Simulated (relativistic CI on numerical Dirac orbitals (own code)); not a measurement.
# One change at a time: Sr10+

Base calculation: Dirac-Coulomb-Breit CI, orbitals from a KLI potential per configuration, QED by a radiative potential, unscaled Slater integrals.

Configurations in the expansion (outside the closed core [Ne] 3s2): 3p6 3d10, 3p6 3d9 4s, 3p6 3d9 4p, 3p6 3d8 4s2, 3p6 3d9 4d, 3p6 3d8 4s 4p, 3p6 3d9 5s, 3p6 3d9 4f, 3p6 3d8 4p2, 3p6 3d9 5p, 3p6 3d8 4s 4d, 3p6 3d9 5d, 3p6 3d8 4p 4d, 3p5 3d10 4s, 3p6 3d9 5f, 3p6 3d9 5g. Levels of other configurations are missing.

The lowest level and the first level of each name with at least 55 % of one term (blank where a level has no safe partner in the second run):

```tsv
Level	Base (cm⁻¹)	Shift (cm⁻¹)
3p6 3d10 1S_0	0	0
3p6 3d9 4s 3D_3	978279	+212
3p6 3d9 4s 3D_2	982033	-80
3p6 3d9 4s 3D_1	992788	+192
3p6 3d9 4s 1D_2	997086	-366
3p6 3d9 4p 3P°_2	1153696	+1345
3p6 3d9 4p 3F°_3	1161365	+152
3p6 3d9 4p 3P°_1	1169400	+1345
3p6 3d9 4p 3F°_2	1172521	+411
3p6 3d9 4p 3F°_4	1174091	+448
3p6 3d9 4p 3P°_0	1179122	+1553
3p6 3d9 4p 1D°_2	1183516	-728
3p6 3d9 4p 3D°_3	1185791	-690
3p6 3d9 4p 1P°_1	1187713	-997
```

At this charge energies of transitions that change n are usually good to better than 1 %, and those within a shell (Δn = 0) to a few per cent.

Q: One thing was changed in a second run, which moved the levels as shown. Which?
A. valence Slater integrals scaled by 0.9
B. QED terms removed
C. Breit term removed
D. configuration mixing switched off

A: A. Valence Slater integrals scaled by 0.9. Scaling acts on the splittings between terms and on the mixing, and leaves the fine structure of pure LS terms nearly alone; in jj coupling it moves the levels of one term differently.

LS names give the leading component of a level, which can be under half, so a name can repeat, a term be missing and a line seem to break the LS rules.
